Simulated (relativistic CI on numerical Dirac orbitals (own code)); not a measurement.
## Fe3+ in a cubic cluster: 3p photoemission with charge transfer

Computed with a charge-transfer multiplet model of a cubic metal-ligand cluster with up to one ligand hole, Slater and spin-orbit integrals from Dirac-Coulomb-Breit ions, Slater integrals scaled by 0.7. The ground state mixes d5 with configurations of k ligand holes L, whose averages lie at kΔ + k(k − 1)U_dd/2; a core hole lowers each added d electron by U_cd. 300 K, Lorentzian 0.9 eV and Gaussian 0.8 eV FWHM.

Atomic integrals in eV (Slater integrals scaled, ζ unscaled), ground: F2dd 8.389, F4dd 5.243, zeta_d 0.056; with the core hole: F2dd 9.099, F4dd 5.720, zeta_d 0.062, zeta_core 1.048, F2cd 9.565, G1cd 11.781, G3cd 7.235.

Cluster parameters (eV): U_dd = 6.6, U_cd = 7.6, 10Dq = 0.65, 10Dq(ligand) = 1.1, V(eg) = 2.2, V(t2g) = -1.13, final-state hopping factor = 0.8.

| Case | n_d | d5 | d6L | S |
| --- | --- | --- | --- | --- |
| Δ = 1.4 eV | 5.29 | 0.71 | 0.29 | 2.50 |
| Δ = 4.4 eV | 5.17 | 0.83 | 0.17 | 2.50 |
| Δ = 5.4 eV | 5.15 | 0.85 | 0.15 | 2.50 |

Weights, n_d and S are thermal averages at 300 K. Binding energies count from the first peak over 30 % of the highest in each spectrum, which can be another peak from case to case. The parameters are a model scan and need not match a compound or its usual spin state. Peaks in eV (height, largest 100):
- Δ = 1.4 eV: 0.0 (100), 5.2 (44), 7.8 (22), 9.2 (19), 17.5 (36), 25.0 (29)
- Δ = 4.4 eV: 0.0 (100), 5.1 (30), 8.7 (14), 17.9 (31), 23.6 (20)
- Δ = 5.4 eV: 0.0 (100), 2.3 (35), 5.2 (23), 8.8 (11), 18.1 (30), 23.5 (15)

Curve for Δ = 4.4 eV (points under 2 left out, the grid thinned):

(E (eV), Intensity): (-4.2, 2.4), (-3.5, 3.4), (-2.8, 5.3), (-2.2, 8.7), (-1.5, 20.2), (-0.8, 60.3), (-0.1, 99.5), (0.5, 87.0), (1.2, 52.0), (1.9, 39.1), (2.6, 34.0), (3.2, 26.1), (3.9, 20.4), (4.6, 25.3), (5.3, 29.1), (6.0, 16.0), (6.6, 9.9), (7.3, 9.2), (8.0, 10.8), (8.7, 13.8), (9.3, 10.5), (10.0, 4.8), (10.7, 2.8), (11.4, 2.2), (12.1, 2.1), (12.7, 2.1), (13.4, 2.3), (14.1, 2.7), (14.8, 4.1), (15.4, 7.7), (16.1, 15.3), (16.8, 21.2), (17.5, 28.3), (18.2, 28.9), (18.8, 17.6), (19.5, 10.8), (20.2, 7.1), (20.9, 4.5), (21.5, 3.7), (22.2, 5.0), (22.9, 11.8), (23.6, 19.7), (24.2, 13.7), (24.9, 4.7), (25.6, 2.0)

For the case Δ = 4.4 eV, Δ = 4.4 eV is smaller than U_dd = 6.6 eV, the charge-transfer side of the Zaanen-Sawatzky-Allen scheme. With the core hole the configuration with one ligand hole lies at Δ − U_cd = -6.2, -3.2, -2.2 eV from the one without, in the order of the table; where this is negative the screened configuration lies lower, though the effective hopping of about 2.9 eV (from the holes of the mixed ground state) mixes the two strongly wherever it is as large as the gap.

With at most 1 ligand hole the space is cut while the next configuration still counts, so covalency is underestimated, and a final configuration with one more ligand hole, which can lie low, is missing from the spectra.
